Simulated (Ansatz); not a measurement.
Geometry optimisation, Ansatz 0.2.0, DFT PBE-D3(BJ), scalar-relativistic, plane waves, PAW.

The input (input.yaml):

```yaml
crystal:
  lattice:
    - [7.398, 0.0, 0.0]
    - [-3.699, 6.406856, 0.0]
    - [0.0, 0.0, 11.0]
  atoms:
    - { symbol: C, position: [0.0, 0.0, 0.0909091] }
    - { symbol: C, position: [0.2222222, 0.1111111, 0.0909091] }
    - { symbol: C, position: [0.0, 0.3333333, 0.0909091] }
    - { symbol: C, position: [0.2222222, 0.4444444, 0.0909091] }
    - { symbol: C, position: [0.0, 0.6666667, 0.0909091] }
    - { symbol: C, position: [0.2222222, 0.7777778, 0.0909091] }
    - { symbol: C, position: [0.3333333, 0.0, 0.0909091] }
    - { symbol: C, position: [0.5555556, 0.1111111, 0.0909091] }
    - { symbol: C, position: [0.3333333, 0.3333333, 0.0909091] }
    - { symbol: C, position: [0.5555556, 0.4444444, 0.0909091] }
    - { symbol: C, position: [0.3333333, 0.6666667, 0.0909091] }
    - { symbol: C, position: [0.5555556, 0.7777778, 0.0909091] }
    - { symbol: C, position: [0.6666667, 0.0, 0.0909091] }
    - { symbol: C, position: [0.8888889, 0.1111111, 0.0909091] }
    - { symbol: C, position: [0.6666667, 0.3333333, 0.0909091] }
    - { symbol: C, position: [0.8888889, 0.4444444, 0.0909091] }
    - { symbol: C, position: [0.6666667, 0.6666667, 0.0909091] }
    - { symbol: C, position: [0.8888889, 0.7777778, 0.0909091] }
    - { symbol: "N", position: [0.5561901, 0.4652784, 0.2263636] }
    - { symbol: H, position: [0.4186538, 0.3522675, 0.2609091] }
    - { symbol: H, position: [0.6689801, 0.4411575, 0.2609091] }
    - { symbol: H, position: [0.5809363, 0.6024101, 0.2609091] }
basis:
  ecutwfc: 420.0
kpoints:
  mp_grid: { grid: [2, 2, 1] }
hamiltonian:
  xc: pbe
  dispersion: d3bj
scf:
  occupations: { method: fermi_dirac, width: 0.05 }
  lower_state_search: "off"
relax:
  f_tol: 0.03
  max_steps: 60
  adjacent_minimum: "off"
```

Launched with:

```bash
$ ansatz run input.yaml --threads 1 --pin off --max-ram 3072MiB --backend cpu --events-out ev --progress --plain --runs-dir out
```

Question: Where does it end, and by what steps?

Answer: It converged. The force dipped under the threshold on the way, but the program's further checks kept it going. Limits of this set-up: coarse k mesh, slab without dipole correction. After 32 steps the energy has fallen by 4.876 eV; H20 moved furthest, 2.25 Å. Parted: C10–N19.

| step | energy less start (eV) | largest force component (eV/Å) | accepted |
| --- | --- | --- | --- |
| 0 | 0.0000 | 7.527 | yes |
| 2 | -2.8914 | 2.079 | yes |
| 4 | -3.5825 | 2.354 | yes |
| 6 | -4.5659 | 0.554 | yes |
| 8 | -4.8124 | 0.170 | yes |
| 10 | -4.8328 | 0.168 | yes |
| 12 | -4.8312 | 0.506 | no |
| 14 | -4.8407 | 0.177 | yes |
| 16 | -4.8446 | 0.057 | yes |
| 18 | -4.8508 | 0.273 | yes |
| 20 | -4.8632 | 0.057 | yes |
| 22 | -4.8295 | 1.469 | no |
| 24 | -4.8709 | 0.194 | yes |
| 26 | -4.8745 | 0.009 | yes |
| 28 | -4.8632 | 0.668 | no |
| 30 | -4.8756 | 0.040 | yes |
| 32 | -4.8759 | 0.026 | yes |

```xyz
22
Lattice="7.3980 0.0000 0.0000 -3.6990 6.4069 0.0000 0.0000 0.0000 11.0000" Properties=species:S:1:pos:R:3
C -0.008 0.076 0.716
C 1.216 0.782 0.713
C -1.245 2.203 0.717
C -0.008 2.917 0.715
C -2.483 4.346 0.716
C -1.245 5.061 0.717
C 2.454 0.068 0.714
C 3.691 0.781 0.713
C 1.216 2.210 0.710
C 2.455 2.925 0.706
C -0.008 4.347 0.716
C 1.216 5.054 0.715
C 4.914 0.075 0.715
C 6.153 0.789 0.716
C 3.691 2.211 0.709
C 4.915 2.918 0.715
C 2.454 4.339 0.711
C 3.691 5.053 0.715
N 2.496 2.365 4.022
H 2.406 2.611 5.010
H 3.251 2.947 3.651
H 1.643 2.695 3.567
```

Run time: 2.9 min on 1 thread of Intel(R) Xeon(R) Platinum 8375C CPU @ 2.90GHz (Ice Lake), on a shared host, peak memory 0.68 GiB.
